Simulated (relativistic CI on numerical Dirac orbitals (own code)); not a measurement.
**Fe4+: resonant inelastic scattering at the L2,3 edge**

Computed with this model: Dirac-Coulomb-Breit CI, KLI orbitals optimised for each configuration, QED by a radiative potential, valence Slater integrals scaled by 0.8, Kramers-Heisenberg scattering through one core-hole configuration in a parametric crystal field; configurations [Ar] 3d4 → [He] 2s2 2p5 3s2 3p6 3d5; 300 K; core-hole width 0.4 eV; summed over polarisations. Incident energies are the highest absorption maxima for each field (at most a few, so the weaker spin-orbit partner edge can be absent), on the computed scale of the free ion. Intensities are in per cent of the strongest line above 0.02 eV; levels within 1 cm⁻¹ are merged; final levels count from the ground level, the first row holds all elastic scattering, lines under 0.4 are left out and each table stops after 24 rows. The scale of the Slater integrals is a model choice and moves the terms in proportion.

Field parameters in Wybourne normalisation: D4h B²₀ = −7Ds, B⁴₀ = 21(Dq − Dt), B⁴₄ = 21√(5/14) Dq. The field is a parameter set, without covalency.

S is read from ⟨S²⟩ = S(S + 1).

D4h, 10Dq = 15650, Ds = -1500, Dt = 200 cm⁻¹:

| Final level (eV) | Degeneracy | Irrep | S | 715.1 eV | 716.1 eV | 730 eV |
| --- | --- | --- | --- | --- | --- | --- |
| 0.000 | 1 | A1 | 2.00 | 262.6 | 1193.9 | 217.6 |
| 0.001 | 2 | E | 2.00 | 19.2 | 209.6 | 17.5 |
| 0.006 | 2 | B1+B2 | 2.00 | 12.2 | 77.0 | 6.5 |
| 0.619 | 2 | A1+A2 | 2.00 | 13.9 | 100.0 | 22.5 |
| 0.623 | 2 | E | 2.00 | 9.7 | 83.8 | 25.9 |
| 0.625 | 1 | B1 | 2.00 | 5.8 | 27.9 | 7.6 |
| 1.205 | 1 | A1 | 1.00 | 3.7 | 9.5 | 8.1 |
| 1.208 | 2 | E | 1.00 | 5.8 | 18.7 | 12.2 |
| 1.787 | 1 | A1 | 1.00 | 2.5 | 6.5 | 7.4 |
| 1.789 | 1 | A2 | 1.01 | 2.4 | 5.6 | 8.3 |
| 1.810 | 2 | E | 1.00 | 6.7 | 7.3 | 24.0 |
| 1.827 | 1 | B2 | 1.00 | 2.6 | 5.0 | 10.8 |
| 1.832 | 1 | B1 | 1.00 | 4.2 | 4.3 | 3.9 |
| 1.854 | 2 | E | 2.00 | 9.8 | 25.2 | 8.5 |
| 1.866 | 1 | A1 | 2.00 | 4.4 | 4.9 | 12.7 |
| 1.867 | 1 | A2 | 2.00 | 2.5 | 9.2 | 1.8 |
| 1.881 | 2 | E | 2.00 | 6.8 | 10.0 | 13.5 |
| 1.894 | 1 | B2 | 2.00 | 2.0 | 6.8 | 7.6 |
| 1.897 | 1 | B1 | 2.00 | 4.4 | 2.1 | 5.3 |
| 1.911 | 2 | E | 2.00 | 2.3 | 12.3 | 11.4 |
| 2.563 | 2 | A1+A2 | 1.99 | 2.4 | 11.8 | 14.1 |
| 2.565 | 2 | E | 1.99 | 2.2 | 16.6 | 16.1 |
| 2.565 | 1 | B2 | 1.99 | 0.8 | 6.9 | 4.2 |
| 2.624 | 1 | B2 | 0.19 | 0.9 | 4.0 | 5.1 |

D4h, 10Dq = 15650, Ds = -860, Dt = 200 cm⁻¹:

```tsv
Final level (eV)	Degeneracy	Irrep	S	716 eV	717.7 eV	729.9 eV
0.000	1	A1	2.00	964.0	311.6	182.7
0.002	2	E	2.00	171.5	67.2	12.4
0.006	2	B1+B2	2.00	62.4	30.3	5.0
0.303	2	A1+A2	2.00	100.0	61.2	24.0
0.307	2	E	2.00	91.7	62.3	25.4
0.308	1	B1	2.00	26.4	15.8	8.4
1.191	1	A1	1.00	8.2	15.9	6.5
1.194	2	E	1.00	12.4	14.5	10.4
1.569	1	A1	1.00	5.8	18.7	12.2
1.570	1	A2	1.00	4.7	6.2	7.1
1.593	2	E	1.00	5.7	19.1	20.8
1.612	1	B2	1.00	4.3	10.3	9.1
1.616	1	B1	1.00	3.5	18.6	5.7
1.775	2	E	2.00	17.0	23.1	8.0
1.787	1	A1	2.00	4.2	18.6	13.8
1.788	1	A2	2.00	10.6	4.3	2.7
1.801	2	E	2.00	9.3	24.2	10.7
1.814	1	B2	2.00	5.9	6.5	6.3
1.818	1	B1	2.00	2.2	3.8	5.6
1.831	2	E	2.00	7.0	9.1	12.0
2.247	2	A1+A2	1.99	8.4	17.8	14.1
2.249	2	E	2.00	12.7	20.7	14.7
2.249	1	B2	2.00	5.9	9.6	4.0
2.594	1	B2	0.21	2.9	2.1	4.3
```

D4h, 10Dq = 15650, Ds = -210, Dt = 200 cm⁻¹:

```
Final level (eV)  Degeneracy  Irrep     S  715.9 eV  717.7 eV  729.8 eV
           0.000           1     A1  2.00     648.7     298.4     128.7
           0.000           1     A2  2.00      78.8      52.1       7.1
           0.004           2      E  2.00      88.1      26.1      15.4
           0.005           1     B1  2.00      20.6      12.7       9.1
           0.020           1     A1  2.00      57.0      32.5       6.7
           0.021           2      E  2.00     100.0      68.9      16.4
           0.025           1     B2  2.00      31.8       6.9       9.3
           0.026           1     B1  2.00      21.4      10.1       7.7
           1.189           1     A1  1.00       6.1      18.8      10.5
           1.196           2      E  1.00       7.8      10.1      11.8
           1.360           1     A2  1.00       2.6       7.6       5.2
           1.364           1     A1  1.00       4.1      14.6       9.5
           1.386           2      E  1.00       5.8      10.9      11.4
           1.406           1     B2  1.00       2.3       4.9       6.7
           1.409           1     B1  1.00       2.4       7.8       4.3
           1.713           2      E  2.00      18.1      32.1       6.7
           1.725           1     A1  1.99       4.6      21.4       9.2
           1.726           1     A2  2.00       6.9      10.1       3.8
           1.738           2      E  2.00      10.3      24.0       7.0
           1.750           1     B2  2.00       4.1       8.4       5.3
           1.757           1     B1  2.00       3.0       5.4       7.7
           1.769           2      E  2.00       7.8       6.1      13.1
           1.946           2  A1+A2  2.00       5.6      21.5      13.8
           1.949           2      E  2.00       7.3       8.4      11.9
```

For the first field the strongest loss at the lowest incident energy is the level at 0.62 eV (S = 2.00, against 2.00 in the thermal ground state). Levels of other spin, the first over 8 % at 1.21 eV, appear because spin-orbit coupling of the core hole, and in heavier ions of the valence shell too, mixes spins.
